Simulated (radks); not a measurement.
Correlation energies from several functionals, in hartree. Species: Bi3+ [Hg]; He [He]; I2+ [Kr] 4d10 5s2 5p3. Calculated with a radial shooting solver on a logarithmic mesh with Libxc functionals: non-relativistic Kohn-Sham, PBE, spin-polarised, spherical densities, point nucleus. Every spin shell is full or empty, so the densities are truly spherical. Functionals are evaluated on that one density, not self-consistently.

| functional | Bi3+ | He | I2+ |
|---|---|---|---|
| PW92 | -8.5235 | -0.11173 | -4.9535 |
| VWN5 | -8.5580 | -0.11212 | -4.9755 |
| Wigner | -4.3536 | -0.095548 | -2.6705 |
| PBE | -5.0126 | -0.041064 | -2.7623 |
| PBEsol | -5.6067 | -0.051601 | -3.1253 |
| P86 | -5.6298 | -0.042972 | -3.1331 |
| AM05 | -8.0394 | -0.097180 | -4.6216 |
| TPSS | -5.0110 | -0.042310 | -2.7629 |
| SCAN | -5.0389 | -0.037704 | -2.7580 |
| r2SCAN | -5.0548 | -0.037704 | -2.7756 |
| Tao-Mo | -4.9044 | -0.028575 | -2.6702 |
